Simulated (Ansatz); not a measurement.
Consider the ligand exchange at a Ge–C bond: `N=[C](Cl)[GeH3]` + `O[Si](F)(Cl)Cl` → `F[Si](Cl)(Cl)[O][GeH3]` + `N=CCl`.

Gas-phase electronic energies from Ansatz, PBE0-D4/def2-TZVP geometries. CBS: MP2 limit from def2 TZ/QZ plus the TZ coupled-cluster correction, frozen cores. This one scheme is used for every species. DFT in def2-TZVPP. B3LYP here is the variant with VWN-RPA as its local correlation; programs differ in this. HSE06 is defined as in plane-wave codes. For Ge outer-core shells are correlated without core-valence functions, which leaves a few kJ/mol of doubt a bond. Scalar relativity is left out up to krypton. One conformer a species, not always the lowest.

`N=[C](Cl)[GeH3]`:

```xyz
8

N    -1.204   -0.934    1.167
C    -0.288   -0.124    0.905
Cl    0.435    0.761    2.238
Ge    0.512    0.343   -0.840
H    -1.547   -1.388    0.321
H     2.006    0.007   -0.801
H    -0.216   -0.504   -1.896
H     0.301    1.839   -1.093
```

`O[Si](F)(Cl)Cl`:

Cartesian coordinates in Å:
```
O 1.170 0.269 0.563
Si -0.311 0.069 -0.042
F -0.577 1.066 -1.237
Cl -0.571 -1.801 -0.779
Cl -1.631 0.468 1.422
H 1.921 -0.071 0.073
```

`F[Si](Cl)(Cl)[O][GeH3]`:

Z-matrix (Å, degrees):
```
Si
Cl 1 2.029
Cl 1 2.028 2 108.9
F 1 1.575 2 107.8 3 -116.7
O 1 1.592 2 111.6 3 123.8
Ge 5 1.792 1 138.2 2 -58.7
H 6 1.533 5 107.2 1 -57.9
H 6 1.533 5 107.2 1 62.7
H 6 1.529 5 104.3 1 -177.6
```

`N=CCl`:

Z-matrix (Å, degrees):
```
C
N 1 1.247
Cl 1 1.729 2 121.0
H 1 1.091 2 128.0 3 180.0
H 2 1.019 1 110.5 3 -180.0
```

```json
{"level": "LDA (SPW92)", "ΔE (kcal/mol)": "-9.7", "difference from CCSD(T)/CBS": "3.8"}
{"level": "PBE-D4", "ΔE (kcal/mol)": "-11.3", "difference from CCSD(T)/CBS": "2.2"}
{"level": "revPBE-D4", "ΔE (kcal/mol)": "-11.4", "difference from CCSD(T)/CBS": "2.1"}
{"level": "BLYP-D4", "ΔE (kcal/mol)": "-13.5", "difference from CCSD(T)/CBS": "0.0"}
{"level": "r2SCAN-D4", "ΔE (kcal/mol)": "-13.1", "difference from CCSD(T)/CBS": "0.4"}
{"level": "B97M-V", "ΔE (kcal/mol)": "-14.8", "difference from CCSD(T)/CBS": "-1.3"}
{"level": "PBE0-D4", "ΔE (kcal/mol)": "-12.8", "difference from CCSD(T)/CBS": "0.7"}
{"level": "B3LYP-D4", "ΔE (kcal/mol)": "-14.6", "difference from CCSD(T)/CBS": "-1.1"}
{"level": "r2SCANh-D4", "ΔE (kcal/mol)": "-13.5", "difference from CCSD(T)/CBS": "0.0"}
{"level": "r2SCAN0-D4", "ΔE (kcal/mol)": "-14.0", "difference from CCSD(T)/CBS": "-0.5"}
{"level": "HSE06-D4", "ΔE (kcal/mol)": "-12.8", "difference from CCSD(T)/CBS": "0.7"}
{"level": "BHLYP-D4", "ΔE (kcal/mol)": "-16.8", "difference from CCSD(T)/CBS": "-3.3"}
{"level": "CAM-B3LYP-D4", "ΔE (kcal/mol)": "-15.4", "difference from CCSD(T)/CBS": "-1.9"}
{"level": "ωB97X-V", "ΔE (kcal/mol)": "-14.7", "difference from CCSD(T)/CBS": "-1.2"}
{"level": "ωB97M-V", "ΔE (kcal/mol)": "-13.9", "difference from CCSD(T)/CBS": "-0.4"}
{"level": "B2PLYP", "ΔE (kcal/mol)": "-14.5", "difference from CCSD(T)/CBS": "-1.0"}
{"level": "PBE-QIDH", "ΔE (kcal/mol)": "-13.8", "difference from CCSD(T)/CBS": "-0.3"}
{"level": "PBE", "ΔE (kcal/mol)": "-11.0", "difference from CCSD(T)/CBS": "2.5"}
{"level": "revPBE", "ΔE (kcal/mol)": "-11.3", "difference from CCSD(T)/CBS": "2.2"}
{"level": "BLYP", "ΔE (kcal/mol)": "-13.1", "difference from CCSD(T)/CBS": "0.4"}
{"level": "r2SCAN", "ΔE (kcal/mol)": "-13.0", "difference from CCSD(T)/CBS": "0.5"}
{"level": "r2SCAN0", "ΔE (kcal/mol)": "-13.8", "difference from CCSD(T)/CBS": "-0.3"}
{"level": "HSE06", "ΔE (kcal/mol)": "-12.4", "difference from CCSD(T)/CBS": "1.1"}
{"level": "BHLYP", "ΔE (kcal/mol)": "-16.2", "difference from CCSD(T)/CBS": "-2.7"}
{"level": "CAM-B3LYP", "ΔE (kcal/mol)": "-15.0", "difference from CCSD(T)/CBS": "-1.5"}
{"level": "LC-ωPBE", "ΔE (kcal/mol)": "-13.8", "difference from CCSD(T)/CBS": "-0.3"}
{"level": "RPA@PBE/def2-TZVPP", "ΔE (kcal/mol)": "-14.5", "difference from CCSD(T)/CBS": "-1.0"}
{"level": "HF/def2-SVP", "ΔE (kcal/mol)": "-19.7", "difference from CCSD(T)/CBS": "-6.2"}
{"level": "MP2/def2-SVP", "ΔE (kcal/mol)": "-15.7", "difference from CCSD(T)/CBS": "-2.2"}
{"level": "CCSD/def2-SVP", "ΔE (kcal/mol)": "-16.5", "difference from CCSD(T)/CBS": "-3.0"}
{"level": "CCSD(T)/def2-SVP", "ΔE (kcal/mol)": "-15.8", "difference from CCSD(T)/CBS": "-2.3"}
{"level": "HF/def2-TZVPP", "ΔE (kcal/mol)": "-19.7", "difference from CCSD(T)/CBS": "-6.2"}
{"level": "MP2/def2-TZVPP", "ΔE (kcal/mol)": "-13.9", "difference from CCSD(T)/CBS": "-0.4"}
{"level": "SCS-MP2/def2-TZVPP", "ΔE (kcal/mol)": "-15.4", "difference from CCSD(T)/CBS": "-1.9"}
{"level": "CCSD/def2-TZVPP", "ΔE (kcal/mol)": "-15.0", "difference from CCSD(T)/CBS": "-1.5"}
{"level": "CCSD(T)/def2-TZVPP", "ΔE (kcal/mol)": "-14.2", "difference from CCSD(T)/CBS": "-0.7"}
{"level": "MP2/def2-QZVPP", "ΔE (kcal/mol)": "-13.7", "difference from CCSD(T)/CBS": "-0.2"}
{"level": "SCS-MP2/def2-QZVPP", "ΔE (kcal/mol)": "-15.2", "difference from CCSD(T)/CBS": "-1.7"}
{"level": "HF/CBS(def2)", "ΔE (kcal/mol)": "-20.2", "difference from CCSD(T)/CBS": "-6.7"}
{"level": "CCSD/CBS(def2)", "ΔE (kcal/mol)": "-14.3", "difference from CCSD(T)/CBS": "-0.8"}
{"level": "CCSD(T)/CBS", "ΔE (kcal/mol)": "-13.5", "difference from CCSD(T)/CBS": "0"}
```

Largest T1 diagnostic among the species: 0.013.

Leaving LDA and LC-ωPBE aside and taking each functional with its dispersion term where it has one, the values spread over 5.5 kcal/mol, from BHLYP-D4 to PBE-D4. LDA lies +1.3 kcal/mol from PBE without D4. From BLYP to BHLYP (50 % exact exchange), in def2-TZVPP and without D4, ΔE moves by −3.1 kcal/mol.
